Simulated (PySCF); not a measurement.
**Two-component Hartree-Fock for Tl³⁺ (thallium, charge +3)**

Start: [Xe] 4f14 5d10. Calculated with PySCF 2.14 in x2c-SVPall-2c: generalised Hartree-Fock with the X2C-1e Hamiltonian and a Gaussian nucleus; one run each with spin-orbit coupling (SO) switched off, then screened by Boettger's factors.

```tsv
spinor shell	electrons	ε, spin-free (eV)	ε, screened SO (eV)	weight of nominal j (screened SO)	rms radius, screened SO (bohr)
1s1/2	2	-86044.0	-86007.7	1.000	0.0184
2s1/2	2	-15504.6	-15492.9	1.000	0.0743
2p1/2	2	-13357.7	-14850.2	1.000	0.0628
2p3/2	4	-13357.7	-12778.5	1.000	0.0710
3s1/2	2	-3798.1	-3794.1	1.000	0.189
3p1/2	2	-3170.6	-3505.1	1.000	0.181
3d3/2	4	-2508.1	-2565.3	1.000	0.174
3d5/2	6	-2508.1	-2466.5	1.000	0.178
4s1/2	2	-910.87	-909.60	1.000	0.416
4p1/2	2	-701.54	-783.74	1.000	0.420
4p3/2	4	-701.54	-668.56	1.000	0.454
4d3/2	4	-450.19	-462.32	1.000	0.468
4d5/2	6	-450.19	-440.92	1.000	0.474
5s1/2	2	-182.75	-182.55	1.000	0.941
4f5/2	6	-170.44	-172.35	1.000	0.512
4f7/2	8	-170.44	-167.93	1.000	0.514
5p1/2	2	-123.25	-138.26	1.000	1.01
5p3/2	4	-123.25	-117.36	1.000	1.10
5d3/2	4	-52.085	-53.328	1.000	1.42
5d5/2	6	-52.085	-51.139	1.000	1.44
```

Problem. Where does 3p3/2 lie, and what is the 3p spin-orbit splitting (screened SO)?

Solution. At -3037.7 eV, 467.40 eV above 3p1/2.

| quantity | spin-free | screened SO |
| --- | --- | --- |
| E (hartree) | -20227.22393 | -20261.90927 |
| M_J | 0 | 0 |
| ⟨J²⟩ | 0.000 | 0.000 |
| ⟨L²⟩ | 0.000 | 0.179 |
| ⟨S²⟩ | 0.000 | 0.179 |

Breit and QED terms are absent; they matter most for the inner s and p1/2 levels.

Densities and radii are taken from the X2C orbitals without a picture-change correction, which distorts them close to the nucleus.

Without spin-orbit coupling the j labels of p, d and f shells carry no meaning; the spin-free column gives the mean over the occupied spinors of each nl shell.
